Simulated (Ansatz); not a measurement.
One change: `CC/C=C/[SiH3]` becomes `[SiH3]/C=C/Cl`.

Ansatz, PBE0-D4/def2-TZVP geometries, multiplicity 1. Each molecule was computed in one conformer, which needn't be the lowest.

```csv
property,`CC/C=C/[SiH3]`
HOMO–LUMO gap (PBE0/def2-TZVPP) / eV,7.31
size of the dipole moment (PBE/def2-TZVPP) / D,1.45
LUMO energy (B3LYP/def2-TZVPP) / eV,-0.43
HOMO–LUMO gap (ωB97M-V/def2-TZVPP) / eV,11.57
LUMO energy (ωB97M-V/def2-TZVPP) / eV,1.83
LUMO energy (PBE/def2-TZVPP) / eV,-1.22
```

Question: Give the same properties after the change, and the shifts. (An estimate is asked.)

Answer: Computed: 
```csv
property,`[SiH3]/C=C/Cl`,shift
HOMO–LUMO gap (PBE0/def2-TZVPP) / eV,6.91,-0.40
size of the dipole moment (PBE/def2-TZVPP) / D,0.62,-0.83
LUMO energy (B3LYP/def2-TZVPP) / eV,-0.97,-0.54
HOMO–LUMO gap (ωB97M-V/def2-TZVPP) / eV,11.18,-0.39
LUMO energy (ωB97M-V/def2-TZVPP) / eV,1.35,-0.48
LUMO energy (PBE/def2-TZVPP) / eV,-1.73,-0.51
```

With PBE0 the HOMO falls by 0.15 eV and the LUMO falls by 0.55 eV, so the gap narrows by about 0.40 eV. PBE moves the HOMO by -0.09 eV and ωB97M-V by -0.09 eV. Dipoles are sizes alone; their direction can turn.

B3LYP here is the variant with VWN-RPA as its local correlation; programs differ in this.
